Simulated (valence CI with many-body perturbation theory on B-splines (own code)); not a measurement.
# Hyperfine factors and g values of Tm LXII

Calculated by relativistic CI+MBPT: six valence electrons over a frozen Dirac-Fock core [He], a basis of 9 s, 9 p, 8 d, 6 f, 3 g, 1 h functions for each j, with the one-electron correlation potential Σ1 (screened to all orders), the two-electron term Σ2, the three-electron term Σ3, Breit, model QED; selected single and double excitations, second order for the rest, scaled by the run's own slope (own B-spline code, finite nucleus).

No measured spectrum was set against this ion. As an estimate, large intervals hold to a few tenths of a per cent, small ones and those within an open d or f shell to about a per cent. Among the levels kept, up to 2100 cm⁻¹ of a level comes from second order outside the variational space, and about a tenth of that is noise between levels of different J, which matters for small intervals.

A/g_I is the dipole constant over the nuclear g factor μ/I (μ in nuclear magnetons, uniformly magnetised nucleus), B/Q the quadrupole constant per barn. Both hold the static response of the core; the bare values leave it out. Large factors of s and p1/2 electrons are usually good to 5 to 10 %; those of open d and f shells near neutrality can be off by tens of per cent, and small factors of p3/2, d and f electrons come from cancelling terms and can be off by a factor of two or in sign, in half-filled shells by more. B is blank for J = 1/2, where it vanishes, and for nearly pure S terms. Energies count from the lowest level. Levels with J = 0 are left out.

Levels are named by their leading jj configuration (3d3/2^4 stands for four electrons in 3d with j = 3/2), which in mixed levels can hold well under half, so a name can repeat and another be missing. Letters in brackets count levels of one name in rising energy.

```tsv
Level	E (Ry)	g	A/g_I (MHz)	A/g_I bare	B/Q (MHz/b)	B/Q bare
(2s^2 2p1/2^2 2p3/2^2) J=2	0.00	1.312	647000	662000	77400	77500
(2s^2 2p1/2 2p3/2^3) J=1	74.53	1.474	-528000	-504000	-638000	-639000
(2s^2 2p1/2 2p3/2^3) J=2	75.89	1.125	1840000	1840000	-1360000	-1360000
(2s 2p1/2^2 2p3/2^3) J=2	101.46	1.468	4600000	4570000	-1270000	-1270000
(2s 2p1/2^2 2p3/2^3) J=1	107.05	1.165	-3300000	-3230000	-511000	-512000
(2s 2p1/2 2p3/2^4) J=1	179.47	1.267	1.09e+07	1.08e+07	-121000	-121000
(2s^2 2p1/2^2 2p3/2 3s) J=2	550.20	1.490	1650000	1650000	1250000	1250000
(2s^2 2p1/2^2 2p3/2 3s) J=1	550.81	1.150	-355000	-326000	636000	637000
(2s^2 2p1/2^2 2p3/2 3p1/2) J=1	558.23	1.477	421000	442000	621000	622000
(2s^2 2p1/2^2 2p3/2 3p1/2) J=2	558.35	1.160	874000	884000	1230000	1230000
(2s^2 2p1/2^2 2p3/2 3p3/2) J=3	579.52	1.322	416000	426000	1610000	1610000
(2s^2 2p1/2^2 2p3/2 3p3/2) J=1	579.55	1.338	413000	423000	-639000	-640000
(2s^2 2p1/2^2 2p3/2 3p3/2) J=2	581.48	1.313	419000	429000	35000	35000
(2s^2 2p1/2^2 2p3/2 3d3/2) J=2	587.70	1.030	376000	384000	-3730	-3710
(2s^2 2p1/2^2 2p3/2 3d3/2) J=3	588.26	1.077	373000	381000	1270000	1270000
(2s^2 2p1/2^2 2p3/2 3d3/2) J=1	588.50	1.083	371000	379000	-521000	-522000
(2s^2 2p1/2^2 2p3/2 3d5/2) J=4	593.26	1.239	265000	271000	1300000	1300000
(2s^2 2p1/2^2 2p3/2 3d5/2) J=2	594.05	1.226	88500	90000	-867000	-869000
(2s^2 2p1/2^2 2p3/2 3d5/2) J=3	595.15	1.202	221000	226000	-215000	-215000
(2s^2 2p1/2^2 2p3/2 3d5/2) J=1	595.98	1.066	-417000	-429000	141000	142000
(2s^2 2p1/2 2p3/2^2 3s) J=2 [a]	623.51	1.579	871000	879000	106000	106000
(2s^2 2p1/2 2p3/2^2 3s) J=1 [a]	624.33	1.301	-1530000	-1490000	29000	29000
(2s^2 2p1/2 2p3/2^2 3s) J=3	625.29	1.303	2130000	2130000	-5050	-5070
(2s^2 2p1/2 2p3/2^2 3s) J=2 [b]	625.87	1.025	1190000	1200000	-26800	-26800
(2s^2 2p1/2 2p3/2^2 3s) J=1 [b]	629.01	1.304	5050000	5020000	-14000	-14000
(2s^2 2p1/2 2p3/2^2 3p1/2) J=1 [a]	631.36	1.638	-756000	-725000	41800	41900
(2s^2 2p1/2 2p3/2^2 3p1/2) J=2 [a]	631.95	1.200	816000	827000	13900	13900
(2s^2 2p1/2 2p3/2^2 3p1/2) J=3	633.19	1.084	1610000	1610000	-17200	-17200
(2s^2 2p1/2 2p3/2^2 3p1/2) J=2 [b]	635.76	1.302	984000	997000	59300	59300
(2s^2 2p1/2 2p3/2^2 3p1/2) J=1 [b]	636.53	0.638	3500000	3480000	-3350	-3350
(2s 2p1/2^2 2p3/2^2 3s) J=3	646.32	1.531	3800000	3780000	214000	214000
(2s 2p1/2^2 2p3/2^2 3s) J=2 [a]	648.38	1.379	3850000	3840000	88800	88900
```

(1) Take the isotope of mass number 169, with I = 1/2, μ = -0.231 μN. What is the hyperfine structure of (2s^2 2p1/2 2p3/2^3) J=2?

## Answers

(1) From the table A = -850000 MHz. Shifts from the centre of gravity in MHz: F = 3/2: 1280000, F = 5/2: -850000.
